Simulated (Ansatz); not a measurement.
Consider the redistribution: `BN(C)BC` + `BC(C)(C)F` → `BC(B)(C)F` + `CBN(C)C`.

Isolated molecules relaxed with PBE0-D4/def2-TZVP in Ansatz; ΔE leaves out vibrations. CCSD(T)/CBS is the MP2 limit (def2-TZVPP, def2-QZVPP) plus CCSD(T) − MP2 in def2-TZVPP, frozen cores. Functionals use def2-TZVPP. B3LYP here is the variant with VWN-RPA as its local correlation; programs differ in this. Each species was taken in one conformer, which may not be the lowest.

```
             level  ΔE (kcal/mol)  difference from CCSD(T)/CBS
            PBE-D4           26.2                         -7.6
           PBE0-D4           28.8                         -5.0
            B2PLYP           33.9                          0.1
               PBE           26.3                         -7.5
            r2SCAN           29.9                         -3.9
              PBE0           28.9                         -4.9
             B3LYP           33.3                         -0.5
    MP2/def2-TZVPP           33.2                         -0.6
SCS-MP2/def2-TZVPP           35.4                          1.6
CCSD(T)/def2-TZVPP           33.7                         -0.1
       CCSD(T)/CBS           33.8                            0
```

Largest T1 diagnostic among the species: 0.012.

In def2-TZVPP, CCSD(T) changes the Hartree–Fock value by −10.4 kcal/mol (the triples alone add −1.6 kcal/mol) and MP2 by −10.9 kcal/mol. From PBE to PBE0 (25 % exact exchange), in def2-TZVPP and without D4, ΔE moves by +2.6 kcal/mol.
